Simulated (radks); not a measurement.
Charge is removed step by step from the 1s1/2 level of Li+, starting from [He]. Calculated with a radial shooting solver on a logarithmic mesh with Libxc functionals: Dirac Kohn-Sham, PBE, spin-unpolarised, spherical densities, point nucleus.

| removed (e) | E - E(0) (eV) | eigenvalue (eV) | E minus straight line (eV) |
|---|---|---|---|
| 0 | 0.000 | -60.414 | 0.000 |
| 0.25 | 16.239 | -69.558 | -3.578 |
| 0.5 | 34.809 | -79.062 | -4.824 |
| 0.75 | 55.796 | -88.875 | -3.654 |
| 1 | 79.266 | -98.921 | 0.000 |

Removing the whole electron costs 79.266 eV by Delta-SCF, against 60.414 eV from minus the eigenvalue at the starting occupation. Slater's transition state (half an electron removed) gives 79.062 eV. Integrating minus the eigenvalue over the occupation (Janak's theorem) gives 79.266 eV. The mean slope of the eigenvalue, de/dn, is 38.5 eV per electron. Ionisation energy of Li+ in the NIST Atomic Spectra Database: 75.640 eV (theoretical).

Beside tabulated values, note that spin-unpolarised runs miss the spin-polarisation part of the exchange energy of open shells.
